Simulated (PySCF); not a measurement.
Bonds (- single, = double, # triple, : aromatic): Si1-O2, O2-C3, C3=C4, C4-C5, C5-C6, C6-C7, C7-C5. Si1 carries H8, H9, H10; C3 carries H11; C4 carries H12; C5 carries H13; C6 carries H14, H15; C7 carries H16, H17. Stereochemistry as in [SiH3]O/C=C\C1CC1. H14, H16 are cis to C4 on the ring; H15, H17 are trans to C4 on the ring.

Level of theory: GIAO KT2/pcSseg-1 shieldings, structure optimised with PBE0-D3(BJ)/def2-SVP, in PySCF (no relativistic terms, in vacuum, one averaged value for each set of equivalent atoms, one conformer).

Shifts are taken against calculated references (same method and geometry level): 13C and 1H and 29Si against TMS; 17O vs H2O.

```tsv
atoms	nucleus	count	δ (ppm)
C6/C7	13C	2	9.3
H13	1H	1	?
C5	13C	1	?
C3	13C	1	138.1
H14/H16	1H	2	0.14
H11	1H	1	6.27
H12	1H	1	3.70
Si1	29Si	1	?
H15/H17	1H	2	0.75
C4	13C	1	?
H8/H9/H10	1H	3	5.05
O2	17O	1	93.6
```

Problem. Complete the table.

Solution. 
- C4: 114.9 ppm, β carbon of an enol-ether or enamine type C=C; the O or N lone pair pushes π density onto this β carbon and shields it
- C5: 9.6 ppm, three-membered-ring carbon; carbons of three-membered rings are unusually shielded
- H13: 1.88 ppm, hydrogen on a three-membered-ring carbon
- Si1: -27.3 ppm, silicon bonded to O, 3 H

Shifts are as computed. Against solution values, carbons near 30 ppm lie about +2 ppm off and those near 130 ppm about -5 ppm. Of 1313 compounds with measured shifts, 239 miss one by over three times the rms of a fit or turn the order of signals round; such compounds aren't used in these exercises. Experimental scales use liquid or dissolved standards, which lie at an offset from isolated H2O (liquid H2O: subtract about 36 ppm).
